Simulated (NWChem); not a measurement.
System: NH3Te; SMILES N[TeH]

Input file for NWChem:

```
start job
memory heap 200 mb stack 900 mb global 1100 mb
geometry units angstroms noautoz
  Te     0.023604    -0.286874     0.000000
  H     -1.640566    -0.530140     0.000000
  N      0.089993     1.757619     0.000000
  H     -0.370191     2.132904     0.827061
  H     -0.370191     2.132904    -0.827061
end
basis spherical
  * library def2-svp
end
ecp
  Te library def2-ecp
end
dft
  xc r2scan
  iterations 150
  mulliken
end
task dft energy
```

Structure relaxed at the PBE0/def2-SVP level. def2 effective core potentials on Te; no spin-orbit coupling.

**Question.** Predict the main results of this run. (r2SCAN/def2-SVP with def2 effective core potentials on Te.) Quantities: energy (Ha); highest occupied level (eV); orbital gap (eV); dipole (D).

**Answer.** 
```yaml
energy (Ha): -324.57
highest occupied level (eV): -5.36
orbital gap (eV): 3.87
dipole (D): 1.55
```
